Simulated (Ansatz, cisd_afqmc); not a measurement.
Species: Br, charge 0, doublet.

Total energies in cc-pVTZ-DK, 7 correlated electrons, 14 frozen orbitals. UHF or UKS for unpaired electrons; spin-orbit terms are left out. The -DK rows use spin-free X2C. AFQMC is phaseless with a CISD trial state; ± is one standard error, without the phaseless bias. Outlying blocks are dropped, and bars are widened where a walk drifts. Over all cases where full CI ran beside it in this data, AFQMC minus full CI had a median of +0.1 mEh and passed +0.4 mEh in a tenth of the cases. Spin-orbit terms, left out, reach several kcal/mol for Br and I, and more for heavier atoms.

| method | program | energy (Eh) | minus CCSDTQ (mEh) |
|---|---|---|---|
| HF | Ansatz | -2604.43320 | 157.37 |
| MP2 | Ansatz | -2604.56622 | 24.34 |
| CCSD | Ansatz | -2604.58554 | 5.02 |
| CCSD(T) | Ansatz | -2604.58993 | 0.63 |
| CCSDT(Q) | Ansatz | -2604.59055 | 0.01 |
| CCSDTQ | Ansatz | -2604.59056 | 0.00 |
| AFQMC/CISD | cisd_afqmc | -2604.5903 ± 0.0002 | 0.3 ± 0.2 |

Ansatz is a quantum-chemistry and plane-wave program.
